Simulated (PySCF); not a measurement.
C9H8OS, SMILES Cc1csc(-c2ccco2)c1. Heavy atoms are numbered as in [CH3:1][c:2]1[cH:3][s:4][c:5](-[c:6]2[cH:7][cH:8][cH:9][o:10]2)[cH:11]1. Hydrogens are named by the atom that carries them.

Geometry: PBE-D3(BJ)/def2-SVP. One conformer was computed; it need not be the lowest.

Method: PBE/pcSseg-1 run with PySCF.

GIAO shieldings, no solvent; atoms alike by connectivity are averaged. δ = σ(ref) − σ: ¹³C against TMS (σ = 182.0 ppm); ³³S against H2S (σ = 706.5 ppm); ¹⁷O against H2O (σ = 334.3 ppm); ¹H against TMS (σ = 31.49 ppm), references at their B3LYP-D3(BJ)/def2-TZVP geometries, non-relativistic.

```tsv
atoms	nucleus	count	δ (ppm)
C6	¹³C	1	…
C9 (CH)	¹³C	1	…
C2	¹³C	1	…
C5	¹³C	1	…
C3 (CH)	¹³C	1	129.3
C11 (CH)	¹³C	1	127.3
C8 (CH)	¹³C	1	120.0
C7 (CH)	¹³C	1	110.7
C1 (CH3)	¹³C	1	…
S4	³³S	1	…
O10	¹⁷O	1	313.0
H on C9	¹H	1	7.68
H on C11	¹H	1	…
H on C7	¹H	1	7.09
H on C8	¹H	1	6.97
H on C3	¹H	1	…
H on C1	¹H	3	2.84
```

### Question
Fill in the missing entries. (The exact figures need the calculation; the answer reports its results.)

### Answer

- C6, δ (ppm): 158.0
- H on C3, δ (ppm): 6.96
- C2, δ (ppm): 145.0
- C5, δ (ppm): 144.3
- C9 (CH), δ (ppm): 146.8
- S4, δ (ppm): 448.4
- C1 (CH3), δ (ppm): 21.7
- H on C11, δ (ppm): 7.45
